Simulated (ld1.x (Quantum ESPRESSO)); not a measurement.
## Ranking TM potentials for oxygen (O)

All share these settings but for the change named:

* Element: oxygen (O)
* Generator: ld1.x (Quantum ESPRESSO) 7.5
* Type: norm-conserving Troullier–Martins (Kleinman–Bylander form)
* Functional: PBE
* Relativity: scalar-relativistic
* Frozen core: [He]
* Valence charge: 6
* Reference configuration: 2s1.5 2p4.5
* Partial waves: 2s (bound): rc 0.85 bohr; 2p (bound): rc 1.50 bohr
* Local potential: all-electron potential smoothed inside 1.35 bohr (lloc = -2)
* Core correction: none

Test errors are all-electron minus pseudo excitation energies from the reference, over 2s2 2p4; 2s2 2p3; 2s2 2p2; 2s2 2p1; 2s1 2p4; 2s2 2p0; 2s2 2p3.5. None of these files shows a bound ghost.

The base gives 2991.3 meV.

Of 6 variants that were run, those that failed, showed a ghost or another fault, or gave nearly equal values are left out.

A variant can come out equal or close to the base, since the largest error may sit in a test that the change hardly touches while other tests move.

Problem. Rank these variants by their largest absolute test error, smallest first.
A. local potential all-electron potential smoothed inside 0.72 bohr (lloc = -2)
B. all radii scaled by about 1.16 (s 0.98, p 1.74 bohr); local potential all-electron potential smoothed inside 1.58 bohr (lloc = -2)
C. wave 2s (bound): rc 0.85 bohr becomes 2s (bound): rc 1.00 bohr

Solution. A (2587.3 meV), C (3101.0 meV), B (4432.8 meV).
